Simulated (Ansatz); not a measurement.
C₂H₆BFO₂ (`CB(O)OCF`), relaxed with RKS PBE-D4/def2-SVP in Ansatz 0.2.0 from a rough embedded geometry. The force threshold is 0.03 eV/Å; the program also tests the step.

The species carries charge 0 and has multiplicity 1.

Start:

```xyz
12

C    -1.598    0.668   -0.058
B    -0.459   -0.298    0.558
O    -0.769   -1.699    0.783
O     0.916    0.224    0.861
C     1.717    0.160   -0.205
F     2.975    0.641    0.153
H    -2.438    0.655    0.667
H    -1.148    1.716   -0.082
H    -1.882    0.304   -0.999
H    -0.514   -2.170   -0.105
H     1.853   -0.935   -0.514
H     1.348    0.735   -1.061
```

(1) How much energy does the relaxation release, and in how many steps? (An estimate is asked.)

(2) Which bonds change most? (An estimate is asked.)

(3) Give the relaxed structure. (Best estimate.)

Answers

(1) Computed: 172.45 kJ/mol, in 15 steps.

(2) Ansatz gave: B2–O4 from 1.501 to 1.397 Å; B2–O3 from 1.452 to 1.365 Å; C1–H9 from 1.049 to 1.112 Å; O3–H10 from 1.037 to 0.977 Å.

(3) The calculation gave: 
```xyz
12

C    -1.288    0.722    0.033
B    -0.529   -0.621    0.354
O    -1.167   -1.648    0.988
O     0.806   -0.853    0.015
C     1.599    0.147   -0.527
F     1.907    1.098    0.429
H    -2.314    0.722    0.445
H    -0.734    1.590    0.444
H    -1.360    0.888   -1.064
H    -0.559   -2.399    1.125
H     2.549   -0.317   -0.872
H     1.091    0.671   -1.370
```
